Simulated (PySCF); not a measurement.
**Magnetic susceptibility: `C=C([SiH3])/C=N\C`, C4H9NSi**

Cartesian coordinates in Å; atom numbers follow the order of the lines, from 1:
```xyz
15

C    -1.3808    0.7242    0.5918
C    -0.6850   -0.3261    0.1284
Si   -1.3341   -1.3418   -1.3207
C     0.5941   -0.7621    0.7514
N     1.6816   -0.1223    0.8889
C     1.8439    1.2186    0.4010
H    -2.3356    1.0249    0.1485
H    -1.0314    1.3126    1.4482
H    -1.3318   -2.7950   -0.9700
H    -0.4630   -1.1546   -2.5209
H    -2.7239   -0.8983   -1.6394
H     0.5933   -1.8041    1.1199
H     2.7861    1.2726   -0.1678
H     1.9714    1.8990    1.2595
H     1.0214    1.6048   -0.2274
```

The calculation used GIAO HF/pcSseg-1 magnetisability, rotational g tensor and spin-rotation constants, non-relativistic, gas phase (PySCF). Geometry: PBE0-D3(BJ)/def2-SVP.

Question: How diamagnetic is it, and how anisotropic?

Answer: Isotropic -950 × 10⁻³⁰ J/T², or -57.2 × 10⁻⁶ cm³/mol; principal values -1104, -940, -808 × 10⁻³⁰ J/T², anisotropy 257 × 10⁻³⁰ J/T² (root of half the summed squared differences of the principal values). The susceptibility is in cgs units.

Question: Split it along the inertial axes a, b, c into diamagnetic and paramagnetic parts about the centre of mass, with the quadrupole moment.

Answer: 
```
axis  χ (10⁻⁶ cm³/mol)  diamagnetic (10⁻⁶ cm³/mol)  paramagnetic (10⁻⁶ cm³/mol)  summed x² of all electrons (Å²)  quadrupole Θ (D Å)
   a             -50.6                      -351.5                        300.8                            170.0               -2.96
   b             -57.8                      -850.6                        792.8                             52.4               +2.58
   c             -63.3                      -943.4                        880.0                             30.5               +0.38
```
Anisotropies 2χaa − χbb − χcc = +19.8 and 2χbb − χaa − χcc = -1.5 × 10⁻⁶ cm³/mol. Θ is traceless in Buckingham's convention.

Question: And the rotational g tensor?

Answer: 
```csv
axis,rotational constant (GHz),g,nuclear part,electronic part
a,5.0929,-0.0779,0.6419,-0.7198
b,1.6357,-0.0221,0.5872,-0.6092
c,1.4563,-0.0149,0.5872,-0.6021
```
Asymmetric top; isotopes 12C, 1H, 14N, 28Si; no vibrational averaging.
